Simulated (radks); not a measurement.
All-electron atom: Ne2+ in [He] 2s2 2p4.

Method: scalar-relativistic Kohn-Sham, PBE, spin-unpolarised, spherical densities, finite nucleus; Fermi nuclear charge, rms radius 3.0055 fm; hard spherical wall at 10 bohr; computed with a radial shooting solver on a logarithmic mesh with Libxc functionals.

Energy parts (Ry):
| part | energy |
|---|---|
| total | -253.19481 |
| kinetic | 253.26342 |
| electron-nucleus | -586.57982 |
| Hartree | 102.37241 |
| exchange-correlation | -22.25082 |

Orbitals (lengths in bohr, moments of r in powers of bohr; <r^-3> diverges for s and p1/2):
| orbital | occ. | eigenvalue (Ry) | <1/r> | <r> | <r^-3> | <r^2> |
|---|---|---|---|---|---|---|
| 1s | 2 | -64.78649 | 9.631 | 0.1579 | - | 0.03362 |
| 2s | 2 | -5.74246 | 1.759 | 0.8291 | - | 0.8227 |
| 2p | 4 | -4.02942 | 1.638 | 0.8115 | 14.58 | 0.8336 |

The highest occupied level is 2p at -54.823 eV. Summed over all electrons, <r^2> = 5.047 bohr^2, which gives a Langevin (diamagnetic) susceptibility term of -4 x 10^-6 cm^3/mol. The density falls to 0.001 e/bohr^3 at r = 2.38 bohr.
